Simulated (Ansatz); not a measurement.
**Question.** Name a neutral molecule of C, In, N, Si and H with size of the dipole moment (ωB97M-V/def2-TZVPP) between 2.05 and 2.35 D and HOMO–LUMO gap (PBE/def2-TZVPP) between 3.80 and 4.10 eV (Ansatz, PBE0-D4/def2-TZVP geometry).

**Answer.** `[CH2]1[SiH2][SiH2][NH][InH]1` (2.31 D, 3.87 eV). Other molecules can fit too; these were computed, each in one conformer that needn't be the lowest.
